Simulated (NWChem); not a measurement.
System: CH$_{2}$Cl$_{2}$O$_{2}$Si; SMILES O=C(O)[SiH](Cl)Cl

Here is an NWChem input.

```
start job
memory heap 200 mb stack 900 mb global 1100 mb
geometry units angstroms
  O      1.974831    -0.869102    -0.696519
  C      1.531325    -0.165246     0.171782
  O      2.301970     0.369546     1.123160
  Si    -0.320218     0.338682     0.389569
  Cl    -1.387464    -1.339589     0.632725
  Cl    -0.888043     1.315638    -1.265058
  H      3.233716     0.110764     1.006307
  H     -0.407774     1.192648     1.561428
end
basis spherical
  * library def2-svp
end
dft
  xc pbe0
  iterations 150
end
driver
  maxiter 120
end
task dft optimize
task dft freq
```

NWChem printed, in part:

```
             Northwest Computational Chemistry Package (NWChem) 7.3.0
             --------------------------------------------------------

 CS  symmetry detected

                             Geometry "geometry" -> ""
                             -------------------------

 Output coordinates in angstroms (scale by  1.889725989 to convert to a.u.)

  No.       Tag          Charge          X              Y              Z
 ---- ---------------- ---------- -------------- -------------- --------------
    1 O                    8.0000    -1.31633159    -1.81413895     0.00000000
    2 C                    6.0000    -0.15607110    -1.49814366     0.00000000
    3 O                    8.0000     0.83098244    -2.39855555     0.00000000
    4 Si                  14.0000     0.52855736     0.30764425     0.00000000
    5 Cl                  17.0000    -0.14815151     1.21948452    -1.65085069
    6 Cl                  17.0000    -0.14815151     1.21948452     1.65085069
    7 H                    1.0000     0.47759660    -3.30624040     0.00000000
    8 H                    1.0000     1.97897131     0.22716528     0.00000000

 Effective nuclear repulsion energy (a.u.)     430.6240591854

      Symmetry information
      --------------------

 Group name             Cs
 Group number              2
 Group order               2
 No. of unique centers     7

                                Z-matrix (autoz)
                                --------

 Units are Angstrom for bonds and degrees for angles

[...]

      ----------------------
      Optimization converged
      ----------------------

  Step       Energy      Delta E   Gmax     Grms     Xrms     Xmax
  ---- ---------------- -------- -------- -------- -------- --------
@    8   -1398.61201572 -2.4D-07  0.00003  0.00001  0.00008  0.00020
                                     ok       ok       ok       ok

                                Z-matrix (autoz)
                                --------

 Units are Angstrom for bonds and degrees for angles

[...]

 Rotational Constants
 --------------------
 A=   0.067027 cm-1  (  0.096435 K)
 B=   0.049486 cm-1  (  0.071198 K)
 C=   0.034751 cm-1  (  0.049998 K)

 Temperature                      =   298.15K
 frequency scaling parameter      =   1.0000

 Zero-Point correction to Energy  =   23.334 kcal/mol  (  0.037185 au)
 Thermal correction to Energy     =   27.379 kcal/mol  (  0.043631 au)
 Thermal correction to Enthalpy   =   27.971 kcal/mol  (  0.044575 au)

 Total Entropy                    =   83.136 cal/mol-K
   - Translational                =   40.785 cal/mol-K (mol. weight = 143.9201)
   - Rotational                   =   29.015 cal/mol-K (symmetry #  =        1)
   - Vibrational                  =   13.336 cal/mol-K

 Cv (constant volume heat capacity) =   21.323 cal/mol-K
   - Translational                  =    2.979 cal/mol-K
   - Rotational                     =    2.979 cal/mol-K
   - Vibrational                    =   15.364 cal/mol-K

[normal modes left out]

 ----------------------------------------------------------------------------
 Normal Eigenvalue ||           Projected Infra Red Intensities
  Mode   [cm**-1]  || [atomic units] [(debye/angs)**2] [(KM/mol)] [arbitrary]
 ------ ---------- || -------------- ----------------- ---------- -----------
    1      -20.424 ||    0.001113           0.026         1.085       0.191
    2       -0.000 ||    0.000426           0.010         0.415       0.073
    3       -0.000 ||    0.000528           0.012         0.514       0.091
    4       -0.000 ||    0.000041           0.001         0.040       0.007
    5       -0.000 ||    0.000407           0.009         0.397       0.070
    6        0.000 ||    0.000068           0.002         0.066       0.012
    7        0.000 ||    0.000091           0.002         0.088       0.016
    8      112.599 ||    0.000673           0.016         0.656       0.116
    9      135.154 ||    0.000278           0.006         0.271       0.048
   10      174.372 ||    0.003130           0.072         3.052       0.538
   11      298.477 ||    0.008964           0.207         8.739       1.540
   12      445.503 ||    0.036499           0.842        35.581       6.272
   13      519.553 ||    0.006527           0.151         6.363       1.122
   14      550.705 ||    0.104982           2.422       102.342      18.040
   15      621.840 ||    0.163933           3.782       159.810      28.170
   16      703.776 ||    0.082699           1.908        80.619      14.211
   17      731.172 ||    0.105615           2.437       102.959      18.149
   18      787.723 ||    0.111282           2.567       108.483      19.123
   19      813.565 ||    0.138003           3.184       134.532      23.714
   20     1183.206 ||    0.198654           4.583       193.658      34.137
   21     1339.299 ||    0.042495           0.980        41.426       7.302
   22     1872.206 ||    0.238412           5.500       232.416      40.969
   23     2304.177 ||    0.080105           1.848        78.090      13.765
   24     3736.789 ||    0.071719           1.655        69.915      12.324
 ----------------------------------------------------------------------------

 ===============================================================================
      Negative Nuclear Hessian Mode    1  Eigenvalue =    -20.42 cm**(-1)
 -------------------------------------------------------------------------------
   Raw step length:  0.158 angstroms ;  The Raw step for this mode is:
    1 O                    8.0000    -0.00000001     0.00000004    -0.07965933
    2 C                    6.0000    -0.00000001     0.00000004    -0.01007226
    3 O                    8.0000    -0.00000001     0.00000005     0.08769797
    4 Si                  14.0000     0.00000000     0.00000003    -0.01187551
    5 Cl                  17.0000    -0.02208344     0.00910363     0.00373412
    6 Cl                  17.0000     0.02208345    -0.00910372     0.00373421
    7 H                    1.0000     0.00000001     0.00000004     0.09236331
    8 H                    1.0000     0.00000000     0.00000007    -0.02948404

  Geometry after  100.0% step for mode  1; Step length =  0.158 angstroms
   Maximum component (any atom: x,y, or z) displacement:  0.175
    1 O                    8.0000    -1.30506434    -1.78064643    -0.07965933
    2 C                    6.0000    -0.13415365    -1.51872141    -0.01007226
    3 O                    8.0000     0.83533922    -2.44144262     0.08769797
    4 Si                  14.0000     0.55574578     0.27834558    -0.01187551
    5 Cl                  17.0000    -0.19361789     1.20501828    -1.67875225
    6 Cl                  17.0000    -0.14945100     1.18681093     1.68622058
    7 H                    1.0000     0.40423869    -3.31512701     0.09236331
    8 H                    1.0000     2.03436521     0.34246287    -0.02948404

  Geometry after -100.0% step for mode  1; Step length =  0.158 angstroms
   Maximum component (any atom: x,y, or z) displacement:  0.175
    1 O                    8.0000    -1.30506432    -1.78064651     0.07965933
    2 C                    6.0000    -0.13415364    -1.51872149     0.01007226
    3 O                    8.0000     0.83533923    -2.44144273    -0.08769797
    4 Si                  14.0000     0.55574578     0.27834553     0.01187551
    5 Cl                  17.0000    -0.14945101     1.18681102    -1.68622050
    6 Cl                  17.0000    -0.19361790     1.20501837     1.67875217
    7 H                    1.0000     0.40423867    -3.31512709    -0.09236331
    8 H                    1.0000     2.03436520     0.34246273     0.02948404

  Geometry after   50.0% step for mode  1; Step length =  0.079 angstroms
   Maximum component (any atom: x,y, or z) displacement:  0.087
    1 O                    8.0000    -1.30506433    -1.78064645    -0.03982966
    2 C                    6.0000    -0.13415365    -1.51872143    -0.00503613
    3 O                    8.0000     0.83533922    -2.44144265     0.04384899
    4 Si                  14.0000     0.55574578     0.27834557    -0.00593776
    5 Cl                  17.0000    -0.18257617     1.20046647    -1.68061932
    6 Cl                  17.0000    -0.16049272     1.19136279     1.68435348
    7 H                    1.0000     0.40423868    -3.31512703     0.04618166
    8 H                    1.0000     2.03436521     0.34246283    -0.01474202

  Geometry after  -50.0% step for mode  1; Step length =  0.079 angstroms
   Maximum component (any atom: x,y, or z) displacement:  0.087
    1 O                    8.0000    -1.30506433    -1.78064649     0.03982966
    2 C                    6.0000    -0.13415364    -1.51872147     0.00503613
    3 O                    8.0000     0.83533923    -2.44144270    -0.04384899
    4 Si                  14.0000     0.55574578     0.27834554     0.00593776
    5 Cl                  17.0000    -0.16049273     1.19136283    -1.68435344
    6 Cl                  17.0000    -0.18257617     1.20046651     1.68061927
    7 H                    1.0000     0.40423867    -3.31512707    -0.04618166
    8 H                    1.0000     2.03436520     0.34246276     0.01474202

  Geometry after  114.6% step for mode  1; Step length =  0.181 angstroms
   Maximum component (any atom: x,y, or z) displacement:  0.200
    1 O                    8.0000    -1.30506434    -1.78064642    -0.09127846
    2 C                    6.0000    -0.13415365    -1.51872140    -0.01154141
    3 O                    8.0000     0.83533922    -2.44144262     0.10048962
    4 Si                  14.0000     0.55574578     0.27834559    -0.01360768
    5 Cl                  17.0000    -0.19683899     1.20634614    -1.67820759
    6 Cl                  17.0000    -0.14622990     1.18548306     1.68676526
    7 H                    1.0000     0.40423869    -3.31512700     0.10583545
    8 H                    1.0000     2.03436521     0.34246288    -0.03378459

  Geometry after -114.6% step for mode  1; Step length =  0.181 angstroms
   Maximum component (any atom: x,y, or z) displacement:  0.200
    1 O                    8.0000    -1.30506432    -1.78064652     0.09127846
    2 C                    6.0000    -0.13415364    -1.51872150     0.01154141
    3 O                    8.0000     0.83533923    -2.44144273    -0.10048962
    4 Si                  14.0000     0.55574578     0.27834552     0.01360768
    5 Cl                  17.0000    -0.14622991     1.18548316    -1.68676516
    6 Cl                  17.0000    -0.19683899     1.20634624     1.67820750
    7 H                    1.0000     0.40423866    -3.31512710    -0.10583545
    8 H                    1.0000     2.03436520     0.34246272     0.03378459

  Geometry after   57.3% step for mode  1; Step length =  0.090 angstroms
   Maximum component (any atom: x,y, or z) displacement:  0.100
    1 O                    8.0000    -1.30506433    -1.78064645    -0.04563923
    2 C                    6.0000    -0.13415365    -1.51872142    -0.00577070
    3 O                    8.0000     0.83533922    -2.44144264     0.05024481
    4 Si                  14.0000     0.55574578     0.27834557    -0.00680384
    5 Cl                  17.0000    -0.18418672     1.20113039    -1.68034699
    6 Cl                  17.0000    -0.15888218     1.19069886     1.68462582
    7 H                    1.0000     0.40423868    -3.31512703     0.05291772
    8 H                    1.0000     2.03436521     0.34246284    -0.01689229

  Geometry after  -57.3% step for mode  1; Step length =  0.090 angstroms
   Maximum component (any atom: x,y, or z) displacement:  0.100
    1 O                    8.0000    -1.30506433    -1.78064649     0.04563923
    2 C                    6.0000    -0.13415364    -1.51872147     0.00577070
    3 O                    8.0000     0.83533923    -2.44144270    -0.05024481
    4 Si                  14.0000     0.55574578     0.27834554     0.00680384
    5 Cl                  17.0000    -0.15888218     1.19069890    -1.68462577
    6 Cl                  17.0000    -0.18418672     1.20113044     1.68034694
    7 H                    1.0000     0.40423867    -3.31512708    -0.05291772
    8 H                    1.0000     2.03436520     0.34246276     0.01689229
```

Level: PBE0/def2-SVP.
